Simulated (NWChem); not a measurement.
A series in which one site is exchanged, each optimised at PBE0/def2-SVP with NWChem, gas phase unless a solvent is named. All stand in one matching conformer (torsions within 35°), which need not be the lowest. 

A: [NH2][Ga]([OH])[OH] (GaNH4O2; site = Ga)
B: [NH2][Al]([OH])[OH] (AlNH4O2; site = Al)
C: [NH2][Sc]([OH])[OH] (ScNH4O2; site = Sc)
D: NB(O)O (BNH$_{4}$O$_{2}$; site = B)

Task: Rank them by static polarisability, CAM-B3LYP/def2-SVPD (bohr³), lowest first.

Result: D (32.3), B (40.0), A (43.0), C (50.9)
